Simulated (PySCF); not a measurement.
SMILES CC(C)[Si](F)(Cl)Cl (C₃H₇Cl₂FSi) at its PBE0/def2-SVP optimised geometry (Å):

```
14

C     -1.9372    -0.0915     0.0245
C     -0.4070    -0.0607     0.0000
C      0.1437     0.7546    -1.1725
Si     0.2899    -1.7880     0.0000
F     -0.1804    -2.5812    -1.3282
Cl     2.3410    -1.7880     0.0000
Cl    -0.3700    -2.8769     1.6079
H     -2.3402     0.9325     0.0789
H     -2.3247    -0.6521     0.8884
H     -2.3410    -0.5580    -0.8883
H     -0.0451     0.3868     0.9448
H      1.2430     0.7997    -1.1632
H     -0.1678     0.3256    -2.1383
H     -0.2364     1.7880    -1.1318
```

Calculation: PBE0/def2-TZVP run with PySCF. Cells within 0.4 Å of a nucleus heavier than hydrogen are left out (blank, or x).

Map of the deformation density (molecule minus spherical neutral atoms) (e/bohr³) on the plane z = 0.0 Å:

```
|11111111111111111111111111111|
|11111111111111111111111111111|
|11111111111111111111111111111|
|11111111111111111111111111111|
|11111111111111111111111111111|
|11111111111111111111111111111|
|11111111111111111111111111111|
|11111111111111111111111111111|
|11111111111111111111111111111|
|11111100111111111111111111111|
|11111101111001111111111111111|
|11111138311001100111111111111|
|11111159621101110111111111111|
|1111113762332x210111111111111|
|1111100xxx76xx200011111111111|
|1111101xx355xx311111111111111|
|11111112102236631111111111111|
|11111111101135641111222111111|
|11111111100113321122123111111|
|11111111110000xxx2431xx111111|
|11111111111000xxx2431xx111111|
|11111111111000010123123111111|
|11111111111110000012222111111|
|11111111111111000011111111111|
|11111111111111111111111111111|
|11111111111111111111111111111|
|11111111111111111111111111111|
|11111111111111111111111111111|
|11111111111111111111111111111|
```
Scale: ten equal steps from -0.020 (start of '0') to 0.099 (end of '9'), in the order '0123456789'; x runs from -4.50 to 4.50, y from -4.50 (bottom) to 4.50 (top).
